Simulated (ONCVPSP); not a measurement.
## ruthenium (Ru), ONCV: configuration errors across variants

```
Element                 : ruthenium
Generator               : ONCVPSP 4.0.1
Type                    : optimised norm-conserving Vanderbilt (ONCV)
Functional              : PBE
Relativity              : scalar-relativistic
Frozen core             : [Ar] 3d10
Valence charge          : 16
Reference configuration : 4s2 4p6 4d7 5s1
Partial waves           : 4s+5s: rc 1.95 bohr, ncon 4, nbas 8, qcut 5.4 1/bohr, 2 projectors; 4p: rc 1.40 bohr, ncon 3, nbas 8, qcut 10.9 1/bohr, 2 projectors, debl 1.9 Ha; 4d: rc 1.50 bohr, ncon 3, nbas 7, qcut 7 1/bohr, 2 projectors, debl 2.8 Ha
Local potential         : polynomial inside 1.30 bohr (lpopt 5, dvloc0 1 Ha)
Core correction         : Teter function, fcfact 2.75, rcfact 1.35
```

All-electron excitation energies from the reference (eV): (1) 4s2 4p6 4d7 5s0 7.292; (2) 4s2 4p6 4d6 5s0 25.479; (3) 4s2 4p6 4d5 5s0 56.101; (4) 4s2 4p6 4d7 5s0.5 2.863.

2 further variants failed, have other tests or too few solved ones, and are left out.

Errors AE − PS in meV (a dash: test not solved or not reliable):

| change | (1) | (2) | (3) | (4) | bound ghosts | GHOST(+) flags above zero |
| --- | --- | --- | --- | --- | --- | --- |
| base | -3.3 | -5.4 | -6.0 | -0.9 | none | none |
| s: qcut 4.9; p: qcut 9.8; d: qcut 6.3 | -3.1 | -6.4 | -5.8 | -0.9 | none | d |
| s: qcut 5.5; p: qcut 11.2; d: qcut 7.2 | -3.0 | -6.1 | -8.2 | -0.9 | none | none |
| s: qcut 6.4; p: qcut 13; d: qcut 8.4 | -2.1 | -2.8 | -2.1 | -0.9 | none | none |
| s: qcut 7.6; p: qcut 15.3; d: qcut 9.8 | -1.9 | -2.5 | -2.5 | -0.8 | none | p |

Q: Give the same row for: s: qcut 4.4; p: qcut 8.8; d: qcut 5.6.

A: -3.2, -7.6, -3.9, -0.9; bound ghosts: none; GHOST(+) flags above zero: d.
